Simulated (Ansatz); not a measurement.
Cartesian coordinates in Å:
```
Ga 0.4183 -0.5144 0.2934
Se -1.4049 0.9130 0.1197
H 1.5057 -0.4670 -0.8241
H 0.4179 -1.4389 1.5497
H -0.9370 1.5072 -1.1387
```

Charge 0, multiplicity 1.

Task: List the CAM-B3LYP/def2-TZVPP orbital energies in eV (Ansatz). (Best estimate.)

Result: Ansatz gave: Occupied: -12352.72, -10140.07, -1581.91, -1420.13, -1420.09, -1420.06, -1251.73, -1109.03, -1108.93, -1108.91, -214.51, -158.62, -158.50, -158.40, -152.02, -105.51, -105.27, -105.20, -59.42, -59.39, -59.31, -59.21, -59.21, -25.30, -25.19, -25.11, -25.07, -25.04, -21.10, -14.34, -12.19, -10.31, -9.54, -8.59. Lowest empty: -0.70, 1.07, 1.18, 2.50, 3.49, 4.72, 5.11, 5.36.
